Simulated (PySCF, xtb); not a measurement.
CH6Sn, SMILES [CH3][SnH3].

Harmonic wavenumbers (cm⁻¹) from GFN2-xTB run with xtb at its own minimum, in rising order: 120, 393, 394, 514, 686, 732, 732, 802, 802, 1306, 1461, 1461, 1642, 1838, 1838, 3048, 3050, 3050.

What does PBE0-D3(BJ)/def2-TZVP (PySCF 2.14.0) give at its own minimum? (Estimate from the structure and the level; the computed values follow.)

112, 408, 408, 536, 698, 727, 727, 796, 796, 1229, 1456, 1456, 1937, 1937, 1938, 3070, 3166, 3166. Paired by order, the mean absolute difference is 52 cm⁻¹ and the zero-point energies are 34.1 and 35.1 kcal/mol.
